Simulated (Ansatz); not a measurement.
```yaml
atoms:
  - { symbol: Li, position_ang: [0.0003, 0.0069, -1.1417] }
  - { symbol: F, position_ang: [0.0086, 0.0050, 0.3841] }
```

Basis set: cc-pVDZ (spherical functions). Frozen core: 1 orbital. Charge 0, multiplicity 1.

Computed with Ansatz (development build ahead of 0.2.0); each method stands on the lowest determinant of its kind that the runs found. Restricted open shells among the atoms or ions are ROHF, correlated in semicanonical orbitals with singles.

Q: Give the atomization energy at this shape (free ground-state atoms in the same class of orbitals less the molecule, no zero-point energy) of singlet LiF by RHF-MP2, RHF.

A:

```csv
method,atomization energy
RHF-MP2,5.52 eV
RHF,3.82 eV
```
